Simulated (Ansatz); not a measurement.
System: CH3BClS, charge 0, multiplicity 2. It need not be the lowest isomer of its formula. 
Geometry from a B3LYP-D3(BJ)/def2-TZVP (Ansatz, a program for electronic structure) optimisation:
```
C
H 1 1.0866
H 1 1.0866 2 110.26
H 1 1.0878 2 110.04 3 -121.55
S 1 1.8432 2 109.88 4 -117.18
B 5 1.7443 1 105.88 2 -60.74
Cl 6 1.7328 5 130.76 1 0.00
```
Charge 0, spin multiplicity 2.

Quantity: atomisation energy (electronic, to ground-state atoms), in eV. Valence correlation only, unless marked. UHF or UKS for open shells. No spin-orbit coupling. No relativistic terms. The coupled-cluster limit lacks core correlation, which all-electron functionals hold. CBS(X,Y): correlation extrapolated as X^-3; Hartree-Fock from the larger set.

```csv
level,program,atomisation energy (eV)
BLYP/def2-TZVPD,Ansatz,24.49
PBE0-D3(BJ)/def2-TZVP,Ansatz + dftd3,25.37
PBE0/def2-QZVPP,Ansatz,25.23
CAM-B3LYP-D4/def2-TZVPD,Ansatz + dftd4,24.87
RPA@PBE/cc-pV(Q+d)Z,Ansatz,___
CCSD/6-31G*,Ansatz,___
"CCSD(T)/CBS(aug-cc-pV(T+d)Z,aug-cc-pV(Q+d)Z)",Ansatz,___
```

Task: What belongs in the gaps?

Result: 
- RPA@PBE/cc-pV(Q+d)Z, atomisation energy (eV): 23.12
- CCSD/6-31G*, atomisation energy (eV): 22.37
- CCSD(T)/CBS(aug-cc-pV(T+d)Z,aug-cc-pV(Q+d)Z), atomisation energy (eV): 24.82
